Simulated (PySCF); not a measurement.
(E)-1-bromo-1-chloro-2-fluoroethene (C2HBrClF), SMILES F/C=C(\Cl)Br.

Coordinates come from a TPSSh-D3(BJ)/def2-SVP optimisation.

Calculation: TDDFT-PBE/def2-SVPD (PySCF).

Vertical excitations.  State labels are in the subgroup Cs.

Computed excitation energies, oscillator strengths and character:
| state | symmetry | energy (eV) | λ (nm) | f | main pairs |
|---|---|---|---|---|---|
| S1 | A" | 4.57 | 271 | 0.000 | HOMO→LUMO 99 % |
| S2 | A" | 5.38 | 230 | 0.000 | HOMO→LUMO+2 99 % |
| S3 | A' | 5.82 | 213 | 0.154 | HOMO→LUMO+1 81 % |
| S4 | A" | 5.95 | 209 | 0.000 | HOMO−1→LUMO+1 100 % |
| S5 | A' | 6.02 | 206 | 0.015 | HOMO−1→LUMO 95 % |
| S6 | A" | 6.28 | 198 | 0.000 | HOMO−2→LUMO 98 % |
| S7 | A" | 6.46 | 192 | 0.012 | HOMO→LUMO+3 99 % |
| S8 | A' | 6.60 | 188 | 0.021 | HOMO−3→LUMO 48 %, HOMO−2→LUMO+1 26 %, HOMO−1→LUMO+2 18 % |
| S9 | A' | 6.63 | 187 | 0.048 | HOMO−1→LUMO+2 55 %, HOMO−2→LUMO+1 34 % |
| S10 | A" | 6.77 | 183 | 0.000 | HOMO−3→LUMO+1 100 % |
| T1 | A' | 3.85 | 322 | 0 | HOMO→LUMO+1 98 % |
| T2 | A" | 4.13 | 300 | 0 | HOMO→LUMO 100 % |
| T3 | A" | 5.04 | 246 | 0 | HOMO→LUMO+2 99 % |
| T4 | A' | 5.35 | 232 | 0 | HOMO−1→LUMO 99 % |
Triplets are in the Tamm–Dancoff approximation, which puts them higher than full response would, so one can lie above its singlet here.
